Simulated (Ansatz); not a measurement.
`C=[CH][Ga]([CH3])[Cl]` + `C=C(N)O` → `C=COC(=C)N` + `[CH3][GaH][Cl]`  (substitution at a C–Ga bond)

Calculated with Ansatz (gas phase, PBE0-D4/def2-TZVP geometries, no zero-point term in ΔE). CCSD(T)/CBS is the MP2 limit (def2-TZVPP, def2-QZVPP) plus CCSD(T) − MP2 in def2-TZVPP, frozen cores. Functionals use def2-TZVPP. For Ga outer-core shells are correlated without core-valence functions, which leaves a few kJ/mol of doubt a bond. Scalar relativity is left out up to krypton. One conformer a species, not always the lowest.

| level | ΔE (kJ/mol) |
| --- | --- |
| r2SCAN-D4 | 63.2 |
| r2SCAN | 63.2 |
| HF/def2-QZVPP | 65.2 |
| CCSD/CBS(def2) | 77.0 |

**Question.** What does CCSD(T)/CBS give? (Best estimate.)

**Answer.** Computed: +76.6 kJ/mol. The listed levels differ from it by -13.4, -13.4, -11.4, 0.4 kJ/mol.

Largest T1 diagnostic among the species: 0.013.

In def2-TZVPP, CCSD(T) changes the Hartree–Fock value by +6.7 kJ/mol (the triples alone add −0.4 kJ/mol) and MP2 by +13.4 kJ/mol. From PBE to PBE0 (25 % exact exchange), in def2-TZVPP and without D4, ΔE moves by +4.9 kJ/mol.

CCSD(T)/CBS has its own doubt, a few kJ/mol and more with outer-core shells, so smaller differences from it don't rank the levels.
